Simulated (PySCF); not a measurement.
**Telling isomers of C₆H₈NO₂P apart by NMR**

No relativistic terms, one computed conformer, isolated molecule, rapidly exchanging positions averaged. GFN2-xTB structure; shielding tensors at PBE0/pcSseg-1 (GIAO); PySCF 2.14.0 with density-fitted response routines.

Referencing at the same level of theory: TMS for ¹H (31.72 ppm) and ¹³C (186.93 ppm). Splittings of carbon signals by F and P are missing where no couplings were computed. Where no couplings were computed, multiplicities follow the n + 1 count of equivalent neighbours, and m marks all less simple cases (inequivalent or close neighbours, rings, F or P nearby). Shifts are as computed. Against solution values, carbons near 30 ppm lie about +3 ppm off and those near 130 ppm about +5 ppm. Of 1309 compounds with measured shifts, 239 miss one by over three times the rms of a fit or turn the order of signals round; such compounds aren't used in these exercises. OH and NH positions are gas-phase values without hydrogen bonding to other molecules.

(1) Tabulate the signals of `C[P@@](=O)(O)c1cccnc1`, `C[P@](=O)(O)c1ccncc1` and their relative energies.

(2) What is the quickest way to tell C[P@@](=O)(O)c1cccnc1 from C[P@](=O)(O)c1ccncc1?

Answers

(1) 
```tsv
SMILES	carbon types	δC	δH	E rel. (kcal/mol)
C[P@@](=O)(O)c1cccnc1	1×C 4×CH 1×CH3	158.9, 157.7, 143.2, 135.5, 127.5, 22.5	9.33 (m, 1H), 9.11 (d, 1H), 8.11 (m, 1H), 7.47 (m, 1H), 2.75 (br s, 1H), 1.52 (m, 3H)	0.0
C[P@](=O)(O)c1ccncc1	1×C 4×CH 1×CH3	155.8, 149.2, 128.9, 21.5	9.13 (m, 2H), 7.74 (m, 2H), 2.74 (br s, 1H), 1.54 (m, 3H)	0.4
```

Energies are electronic energies at PBE0/pcSseg-1 on these geometries, without zero-point or thermal terms, each for the one conformer computed, which needn't be the lowest.

(2) Count the carbon signals: 6 against 4. The first has a substituted aromatic carbon (C) at 135.5 ppm, the second a substituted aromatic carbon (C) at 149.2 ppm. Their most deshielded carbons lie at 158.9 and 155.8 ppm.
